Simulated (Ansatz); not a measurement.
Consider the ligand exchange at the Si–C bond: `CN[SiH2]CN` + HCl → `CN[SiH2]Cl` + CH₃NH₂.

Computed with Ansatz on PBE0-D4/def2-TZVP structures; ΔE is electronic, products minus reactants. CCSD(T)/CBS adds triple-zeta CCSD(T) − MP2 to the extrapolated MP2 energy (def2 sets, frozen cores). This one scheme is used for every species. DFT in def2-TZVPP. B3LYP here is the variant with VWN-RPA as its local correlation; programs differ in this. One conformer a species, not always the lowest.

```tsv
level	ΔE (kJ/mol)	difference from CCSD(T)/CBS
r2SCAN-D4	-127.9	-3.1
PBE0-D4	-124.2	0.6
B3LYP-D4	-125.4	-0.6
ωB97X-V	-124.5	0.3
ωB97M-V	-124.2	0.6
PBE	-126.1	-1.3
PBE0	-128.3	-3.5
CCSD/def2-TZVPP	-123.1	1.7
HF/def2-QZVPP	-143.3	-18.5
CCSD/CBS(def2)	-126.7	-1.9
CCSD(T)/CBS	-124.8	0
```

Largest T1 diagnostic among the species: 0.010.

The D4 term adds +7.0 kJ/mol with B3LYP and +4.1 kJ/mol with PBE0; it sums over pairs of atoms, weighted by their polarisabilities, and B3LYP, whose exchange is more repulsive, gets the larger term. In def2-TZVPP, CCSD(T) changes the Hartree–Fock value by +21.4 kJ/mol (the triples alone add +1.8 kJ/mol) and MP2 by +16.7 kJ/mol.
